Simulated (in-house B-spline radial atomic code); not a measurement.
A radial electron density 4πr²n(r) was computed for an atom or ion in its tabulated ground configuration with an all-electron radial atomic-structure program (B-spline basis); method: non-relativistic PBEsol, spin-polarised, spherical fractional occupations. Columns: r (bohr), 4πr²n(r) (electrons per bohr), bar.

```
  0.0102   0.1472 #
   0.012   0.1993 #
   0.014   0.2649 ##
  0.0165    0.357 ###
  0.0193   0.4723 ###
  0.0227   0.6273 ####
  0.0266   0.8221 ######
  0.0312     1.07 ########
  0.0367    1.387 ##########
   0.043    1.766 #############
  0.0505    2.227 ################
  0.0592    2.759 ####################
  0.0695    3.365 ########################
  0.0815    4.015 ############################
  0.0957    4.682 #################################
   0.112    5.295 ######################################
   0.132    5.821 #########################################
   0.155    6.143 ############################################
   0.181    6.204 ############################################
   0.213    5.955 ##########################################
    0.25    5.396 ######################################
   0.293    4.593 #################################
   0.344    3.652 ##########################
   0.403    2.757 ####################
   0.473    2.045 ###############
   0.555     1.64 ############
   0.651    1.565 ###########
   0.764    1.747 ############
   0.897    2.044 ##############
    1.05    2.289 ################
    1.23    2.367 #################
    1.45    2.214 ################
     1.7    1.868 #############
    1.99    1.419 ##########
    2.34   0.9518 #######
    2.74   0.5724 ####
    3.22   0.2993 ##
    3.78   0.1377 #
    4.43  0.05586 
     5.2  0.01937 
     6.1 0.005673
```

(1) Which atom or ion is it?
A. B
B. N
C. F+
D. C

Answers

(1) D. The area under the curve, ∫4πr²n dr = ∫r·4πr²n d(ln r) on this logarithmic grid, is 6 electrons, which only this option has. The configuration is [He] 2s2 2p2.
